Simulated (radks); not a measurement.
Q: Excited configurations of Tm I: one electron is placed in a higher orbital outside [Xe] 4f13 6s1. The ground configuration is [Xe] 4f13 6s2. All-electron calculation, Dirac Kohn-Sham, PBE, spin-unpolarised, spherical densities, point nucleus; open shells are shared between the two j in proportion to 2j + 1. Program: a radial shooting solver on a logarithmic mesh with Libxc functionals. Excitation = E - E(ground); binding = E(ion) - E, where the ion is the core of charge +1; n* = 1/sqrt(2 binding) in atomic units, and the quantum defect is n - n*. Eigenvalue and <r> are those of j = l + 1/2.

| outer orbital | excitation (eV) | binding (eV) | n* | quantum defect | eigenvalue (eV) | <r> (bohr) |
|---|---|---|---|---|---|---|
| 5d | 3.098 | 3.363 | 2.011 | 2.989 | -0.701 | 4.323 |
| 5f | 5.537 | 0.924 | 3.837 | 1.163 | -0.430 | 16.96 |
| 6p | 2.844 | 3.617 | 1.939 | 4.061 | -1.710 | 5.652 |
| 6d | 5.003 | 1.458 | 3.055 | 2.945 | -0.709 | 11.86 |
| 7s | 4.234 | 2.228 | 2.471 | 4.529 | -1.319 | 9.730 |
| 7p | 4.850 | 1.611 | 2.906 | 4.094 | -0.914 | 12.82 |
| 7d | 5.548 | 0.914 | 3.859 | 3.141 | -0.521 | 21.59 |
| 7f | 5.991 | 0.470 | 5.378 | 1.622 | -0.289 | 42.73 |

Estimate the row for 6f.

A: excitation (eV) 5.816; binding (eV) 0.645; n* 4.591; quantum defect 1.409; eigenvalue (eV) -0.367; <r> (bohr) 28.62. The Delta-SCF ionisation energy is 6.461 eV (NIST Atomic Spectra Database: 6.184 eV, measured). Self-interaction in the functional shifts the binding energies and quantum defects, so they are the method's values and not measured ones. Spin polarisation and multiplet splitting are left out, so open shells lie too high by an amount that depends on their filling. Sharing an open shell by 2j + 1 raises it above the true ground level by a part of the spin-orbit splitting, which enters the differences from NIST.

Beside tabulated values, note that spin-unpolarised runs miss the spin-polarisation part of the exchange energy of open shells.
